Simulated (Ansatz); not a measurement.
Basis-set extrapolation for C₂H₈ClNSi (`CCN[SiH2]Cl`) (PBE0-D4/def2-TZVP geometry, frozen core, Ansatz 0.2.0). Multiplicity 1, RHF reference.

```json
{"": "HF", "def2-TZVPP": "-883.435399", "def2-QZVPP": "-883.464187"}
{"": "MP2 correlation", "def2-TZVPP": "-0.876321", "def2-QZVPP": "-0.942935"}
{"": "CCSD(T) correlation", "def2-TZVPP": "-0.972821", "def2-QZVPP": "not run"}
```

Energies in hartree. Use E(X) = E(∞) + A·exp(−7.88·√X) for Hartree–Fock and E(X) = E(∞) + B·X^(−2.97) for correlation, with X = 3 and 4, and add CCSD(T) minus MP2 of the smaller set to the MP2 limit.

**Question.** What is the CCSD(T) energy at the basis-set limit?

**Answer.** HF limit: -883.464187 + (-0.028788) × 0.13774 = -883.46815. MP2 limit: -0.942935 + (-0.066614) × 0.74074 = -0.99228. Higher-order term: -0.972821 − (-0.876321) = -0.09650. Total: -884.55693 hartree, 390.4 kJ/mol below CCSD(T)/def2-TZVPP.
